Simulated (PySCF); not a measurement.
Ga(Cl)3 cation (Cl₃Ga), SMILES [Ga]([Cl])([Cl])[Cl] (connectivity only; charge and spin as stated), charge +1, multiplicity 2. Coordinates come from a PBE-D3(BJ)/def2-SVP optimisation. The multiplicity is an assumed one; other spin states were not compared. The isomer is the one that the SMILES or the coordinates give; other isomers of the formula were not compared.

All values below come from PBE-D3(BJ)/def2-SVP (PySCF).

Harmonic wavenumbers (cm⁻¹): 83, 104, 136, 308, 348, 513. Rotational constants (GHz): 3.467, 1.481, 1.038; symmetry number 2.

**Question.** Work out the zero-point energy and the ideal-gas rigid-rotor harmonic-oscillator thermochemistry at 298.15 K and 1 atm.

**Answer.** ZPE = ½ Σ hcν = ½ × 1492 cm⁻¹ = 2.13 kcal/mol. H − E(el) = 6.48 kcal/mol. Entropy in cal/(mol K): translation 41.40, rotation 27.11, vibration 13.23, spin 1.38, total 83.13. G − E(el) = -18.30 kcal/mol. Cp = 18.23 cal/(mol K). Modes under 150 cm⁻¹ make the vibrational entropy uncertain.
